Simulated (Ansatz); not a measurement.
`CCCCCCCC` + `[OH][Al]([OH])[Cl]` → `C[O][Al]([OH])[Cl]` + `CCCCCCC`  (substitution at a C–C bond)

Computed with Ansatz on PBE0-D4/def2-TZVP structures; ΔE is electronic, products minus reactants. CBS: MP2 limit from def2 TZ/QZ plus the TZ coupled-cluster correction, frozen cores. This one scheme is used for every species. DFT in def2-TZVPP. B3LYP here is the variant with VWN-RPA as its local correlation; programs differ in this. Each species was taken in one conformer, which may not be the lowest.

`CCCCCCCC`:

Z-matrix (Å, degrees):
```
C
C 1 1.519
H 1 1.094 2 111.1
H 1 1.094 2 111.1 3 119.5
H 1 1.092 2 111.7 3 -120.2
C 2 1.520 1 113.1 3 -59.8
H 2 1.096 1 109.6 3 178.1
H 2 1.096 1 109.6 3 62.2
C 6 1.519 2 113.5 1 179.8
H 6 1.097 2 109.3 1 57.5
H 6 1.098 2 109.2 1 -57.9
C 9 1.520 6 113.1 2 179.7
H 9 1.096 6 108.9 2 57.0
H 9 1.098 6 109.4 2 -58.3
C 12 1.524 9 114.4 6 176.0
H 12 1.096 9 109.2 6 -60.4
H 12 1.096 9 108.8 6 54.4
C 15 1.525 12 115.3 9 60.0
H 15 1.096 12 108.8 9 -62.5
H 15 1.097 12 108.7 9 -177.6
C 18 1.520 15 113.9 12 59.5
H 18 1.095 15 108.4 12 -178.7
H 18 1.095 15 109.8 12 -63.7
H 21 1.093 18 111.8 15 -64.0
H 21 1.092 18 111.2 15 176.0
H 21 1.094 18 111.1 15 56.1
```

`[OH][Al]([OH])[Cl]`:

Cartesian coordinates in Å:
```
O 1.144 0.653 -0.975
Al -0.066 -0.037 -0.035
O 0.095 0.021 1.636
Cl -1.731 -0.940 -0.924
H 1.115 0.655 -1.930
H -0.557 -0.351 2.228
```

`C[O][Al]([OH])[Cl]`:

Z-matrix (Å, degrees):
```
C
O 1 1.399
H 1 1.094 2 109.8
H 1 1.096 2 112.5 3 120.6
H 1 1.094 2 109.8 3 -118.7
Al 2 1.667 1 135.7 3 -120.3
Cl 6 2.092 2 120.2 1 -0.1
O 6 1.681 2 118.8 1 179.9
H 8 0.956 6 122.4 2 -179.9
```

`CCCCCCC`:

Z-matrix (Å, degrees):
```
C
C 1 1.520
H 1 1.093 2 111.2
H 1 1.092 2 111.9 3 120.1
H 1 1.094 2 111.0 3 -119.8
C 2 1.523 1 114.1 3 176.7
H 2 1.095 1 109.0 3 54.8
H 2 1.097 1 109.5 3 -60.7
C 6 1.520 2 114.5 1 64.8
H 6 1.098 2 109.2 1 -57.9
H 6 1.096 2 109.0 1 -173.3
C 9 1.519 6 113.1 2 177.1
H 9 1.096 6 110.0 2 -60.8
H 9 1.098 6 109.2 2 55.1
C 12 1.520 9 113.5 6 -179.9
H 12 1.098 9 109.3 6 57.9
H 12 1.098 9 109.4 6 -57.6
C 15 1.519 12 113.1 9 180.0
H 15 1.096 12 109.2 9 -57.7
H 15 1.096 12 109.1 9 57.7
H 18 1.094 15 111.1 12 -59.7
H 18 1.094 15 111.1 12 59.8
H 18 1.092 15 111.7 12 -179.9
```

| level | ΔE (eV) |
| --- | --- |
| r2SCAN-D4 | 0.58 |
| B3LYP-D4 | 0.52 |
| r2SCANh | 0.57 |
| MP2/CBS(def2) | 0.69 |

Q: What does CCSD(T)/CBS give? (Best estimate.)

A: Ansatz gave: +0.63 eV. The listed levels differ from it by -0.05, -0.11, -0.06, 0.06 eV.

Largest T1 diagnostic among the species: 0.011.

Leaving LDA and LC-ωPBE aside and taking each functional with its dispersion term where it has one, the values, not all of them listed here, spread over 0.11 eV, from BLYP-D4 to PBE-QIDH. LDA lies +0.07 eV from PBE without D4. In def2-TZVPP, CCSD(T) changes the Hartree–Fock value by +0.18 eV (the triples alone add +0.02 eV) and MP2 by +0.24 eV. From BLYP to BHLYP (50 % exact exchange), in def2-TZVPP and without D4, ΔE moves by +0.05 eV.
